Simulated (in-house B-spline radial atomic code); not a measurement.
Checks on a self-consistent run for Fe2+, [Ar] (3d3/2)1 (3d5/2)4 5s1. Computed with a radial B-spline atomic code at the basis-set limit: Dirac-Hartree-Fock, average of the jj configuration, Fermi nucleus of rms radius 3.7377 fm.

```tsv
orbital	q	ε (Eh)	<1/r>	<r²>	small-component weight
1s1/2	2	-265.00541	25.9832	0.00459018	0.0087501
2s1/2	2	-33.66502	5.61359	0.0830494	0.001625
2p1/2	2	-29.01638	5.53295	0.0665265	0.0015915
2p3/2	4	-28.58326	5.43195	0.0683041	0.0015676
3s1/2	2	-5.40983	1.75128	0.743089	0.00034655
3p1/2	2	-3.87123	1.6215	0.831303	0.00030595
3p3/2	4	-3.91971	1.60593	0.844906	0.00030373
3d3/2	1	-1.72821	1.31258	1.2005	0.00021442
3d5/2	4	-1.74022	1.31043	1.20054	0.00021403
5s1/2	1	-0.43322	0.251245	31.0104	1.6586e-05
```

Electron-electron repulsion V_ee = 456.7859 hartree.

What total energy follows from the eigenvalues?

The eigenvalues count the repulsion twice, so E = Σqε - V_ee = -813.070 - 456.786 = -1269.856 hartree; the run printed -1269.856.

Does the Dirac virial theorem hold?

For a point nucleus E = -2c²Σq·w, with w the small-component weight. Here Σq·w = 0.033811 and c = 137.0360, so the ratio E/(-2c²Σq·w) is 1.000006; the finite nucleus accounts for the departure from 1.

What diamagnetic shielding (Lamb formula) and susceptibility (Langevin formula) do the radii give?

σ = (α²/3)Σq<1/r> = 115.962/(3·137.036²) = 2058.4 ppm, and χ = -0.79199×10⁻⁶·Σq<r²> = -34.95×10⁻⁶ cm³/mol with Σq<r²> = 44.123 bohr². Both are non-relativistic formulas without the paramagnetism of open shells.
